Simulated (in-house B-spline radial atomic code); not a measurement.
# Ionising Au⁸⁺ with different functionals

Computed with an all-electron radial atomic-structure program (B-spline basis): scalar-relativistic (spin-free X2C) Hamiltonian, Fermi nucleus of rms radius 5.4371 fm, spin-polarised at highest spin, spherical fractional occupations for the functionals, and exact exchange of hybrids averaged over the configuration. The ionisation energy is the difference of two self-consistent energies, [Xe] 4f14 5d3 → [Xe] 4f14 5d2, without Breit or QED terms; ε is the level of the shell that loses the electron (its least bound occupied spin orbital). There is no spin-orbit coupling in this Hamiltonian.

| method | rung | ΔSCF (eV) | -ε(5d) (eV) |
| --- | --- | --- | --- |
| PBE0 | global hybrid | 130.77 | 124.31 |
| B3LYP | global hybrid | 130.70 | 123.73 |
| TPSSh | global hybrid | 130.67 | 122.84 |
| M06-2X | global hybrid | 130.60 | 126.68 |
| BHandHLYP | global hybrid | 130.61 | 126.45 |
| r2SCAN0 | global hybrid | 130.92 | 124.55 |
| B97-1 | global hybrid | ? | ? |
| HSE06 | range-separated hybrid | 130.70 | 123.83 |
| wB97X | range-separated hybrid | 130.32 | 126.56 |
| CAM-B3LYP | range-separated hybrid | ? | ? |
| LC-wPBE | range-separated hybrid | 130.67 | 127.11 |

Task: What does B97-1 give?

Result: ΔSCF 130.59 eV, and -ε(5d) = 123.75 eV.

Task: What does CAM-B3LYP give?

Result: ΔSCF 130.65 eV, and -ε(5d) = 125.67 eV.

Task: Among the functionals, which spreads more, the ΔSCF values or the orbital energies?

Result: The orbital energies: ΔSCF values span about 0.60 eV and the orbital energies 4.27 eV; here energy differences depend much less on the functional than eigenvalues do.

Task: How do they compare with the NIST value?

Result: NIST lists 130 eV ± 2.2 (tabulated theory, ground level to ground level). Errors run from +0.22 to +0.82 eV; all lie within about twice that uncertainty, so the table can't rank the methods.
